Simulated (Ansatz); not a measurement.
A structure relaxed at r2SCAN-D4/def2-SVP in Ansatz, charge 0, singlet:

Cartesian coordinates in Å:
```
In 2.0509 -1.8362 1.9656
In 1.1027 -0.0226 -0.2626
In -1.1452 -0.6089 1.3851
In 0.0829 1.5388 -2.3930
Sn -2.0914 0.9289 -0.6950
```

**Question.** Give its formula.

**Answer.** In4Sn.

**Question.** Summarise the bond lengths by kind (pairs closer than 1.2 times the sum of covalent radii, bridged metal pairs left out).

**Answer.** 3 × In–In 2.83 to 3.03 Å; 3 × In–Sn 2.75 to 3.36 Å.

In the def2 sets In, Sn take a core potential; there is no spin–orbit coupling. The restricted singlet is unstable towards broken spin symmetry in Hartree–Fock (as tested in another run); at r2SCAN-D4/def2-SVP this wasn't settled. Another isomer (singlet) lies 0.45 eV lower at PBE0-D4/def2-TZVP; other spin states weren't run for this one.
